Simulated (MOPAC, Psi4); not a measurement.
Approach curve of the dimer H6Si2 ··· Cl- (SMILES [SiH3][SiH3] and [Cl-]) (charge -1). Monomers: optimised at B3LYP-D3(BJ) (def2-TZVP), held rigid. Orientation: lowest of the rigid-body minima from ten starts at GFN2-xTB. R is the distance of the centres of mass, along which the second monomer moves.

Methods: PM6, restricted, heats of formation (MOPAC); SAPT0/jun-cc-pVDZ, frozen core (Psi4).

Interaction energies in kJ/mol:

```csv
R / Å,PM6
2.59,-55.97
2.81,-53.59
3.03,-45.62
3.20,-38.70
3.41,-30.90
3.60,-24.97
3.91,-17.41
4.18,-12.59
4.72,-6.74
5.39,-3.63
6.40,-1.81
7.72,-0.88
```

What does SAPT0/jun-cc-pVDZ give at the same points?

2.59: 19.62; 2.81: -6.07; 3.03: -19.24; 3.20: -23.96; 3.41: -25.73; 3.60: -25.04; 3.91: -21.79; 4.18: -18.38; 4.72: -12.47; 5.39: -7.70; 6.40: -3.99; 7.72: -1.93 (kJ/mol).
